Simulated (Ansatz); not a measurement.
This geometry of C$_{2}$H$_{6}$Te (9 atoms, charge 0, multiplicity 1) is a first-order saddle point.

These are results of Ansatz, RKS r2SCAN/def2-SVP, not measurements.

```xyz
9
Properties=species:S:1:pos:R:3
C -0.450 0.703 -0.774
C 0.301 -0.449 -0.133
Te -0.457 -0.962 1.865
H -1.523 0.479 -0.890
H -0.045 0.908 -1.780
H -0.365 1.625 -0.178
H 1.366 -0.219 0.016
H 0.233 -1.369 -0.731
H 1.030 -0.761 2.589
```

(1) Which two structures does it join? (They come from a converged band through this point; their orientation in space is the band's.)

(2) How far does it lie above each of them?

Answers

(1) No bond is made or broken. The dihedral H7–C2–Te3–H9 goes from -58 to 59°.

First end point:

```xyz
9
Properties=species:S:1:pos:R:3
C -0.538 0.623 -0.843
C 0.408 -0.249 -0.038
Te -0.315 -0.471 2.021
H -1.549 0.189 -0.897
H -0.168 0.729 -1.876
H -0.625 1.635 -0.417
H 1.414 0.190 0.026
H 0.487 -1.262 -0.457
H 0.974 -1.431 2.463
```

Last end point:

```xyz
9
Properties=species:S:1:pos:R:3
C -0.393 0.633 -0.690
C 0.378 -0.575 -0.193
Te -0.183 -1.244 1.814
H -1.476 0.442 -0.713
H -0.070 0.895 -1.713
H -0.222 1.514 -0.053
H 1.464 -0.403 -0.169
H 0.200 -1.464 -0.818
H 0.390 0.155 2.517
```

(2) 0.016 eV above the first and 0.042 eV above the second. This is the barrier of this one path; another mechanism may lie lower.

Time of the run: 82 s on 2 threads of Arm Neoverse V1, on a shared host, peak memory 0.14 GiB.
